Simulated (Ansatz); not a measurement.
Consider the substitution at a C–O bond: `C[O][Al]([OH])[Br]` + `[OH][InH][Br]` → `C[O][InH][Br]` + `[OH][Al]([OH])[Br]`.

Gas-phase electronic energies from Ansatz, PBE0-D4/def2-TZVP geometries. CBS: MP2 limit from def2 TZ/QZ plus the TZ coupled-cluster correction, frozen cores. DFT in def2-TZVPP. HSE06 is defined as in plane-wave codes. Elements past krypton have def2 core potentials. For Br, In outer-core shells are correlated without core-valence functions, which leaves a few kJ/mol of doubt a bond. Scalar relativity is left out up to krypton. Each species was taken in one conformer, which may not be the lowest.

`C[O][Al]([OH])[Br]`:

Cartesian coordinates in Å:
```
C -0.173 -0.260 1.685
O -0.273 0.466 0.493
Al 0.103 0.197 -1.109
O -0.207 1.410 -2.231
Br 1.011 -1.764 -1.738
H 0.262 -1.254 1.533
H 0.453 0.283 2.399
H -1.166 -0.384 2.128
H -0.010 1.307 -3.160
```

`[OH][InH][Br]`:

```xyz
5

O    -0.461    0.634   -1.252
In    0.173   -0.203    0.419
Br   -1.595   -1.639    1.333
H     0.191    1.210   -1.657
H     1.691   -0.001    1.157
```

`C[O][InH][Br]`:

```xyz
8

C    -0.453   -1.173   -0.412
O    -0.419    0.171   -0.824
In    0.419    1.628    0.191
Br    1.411    0.789    2.293
H     0.045   -1.349    0.550
H    -1.493   -1.505   -0.318
H     0.037   -1.802   -1.164
H     0.452    3.241   -0.315
```

`[OH][Al]([OH])[Br]`:

Z-matrix (Å, degrees):
```
Al
O 1 1.680
Br 1 2.252 2 120.9
O 1 1.680 2 118.2 3 180.0
H 2 0.956 1 122.6 3 0.0
H 4 0.956 1 122.6 2 180.0
```

| level | ΔE (kJ/mol) |
| --- | --- |
| CAM-B3LYP-D4 | -4.1 |
| HSE06 | -5.1 |
| HF/def2-TZVPP | -0.3 |
| CCSD/def2-TZVPP | -5.0 |

(1) What does CCSD(T)/CBS give? (An estimate is asked.)

Largest T1 diagnostic among the species: 0.014.

Answers

(1) The calculation gave: -6.6 kJ/mol. The listed levels differ from it by 2.5, 1.5, 6.3, 1.6 kJ/mol.

Leaving LDA and LC-ωPBE aside and taking each functional with its dispersion term where it has one, the values, not all of them listed here, spread over 3.6 kJ/mol, from PBE-D4 to BHLYP-D4. In def2-TZVPP, CCSD(T) changes the Hartree–Fock value by −6.0 kJ/mol (the triples alone add −1.3 kJ/mol) and MP2 by −6.1 kJ/mol.
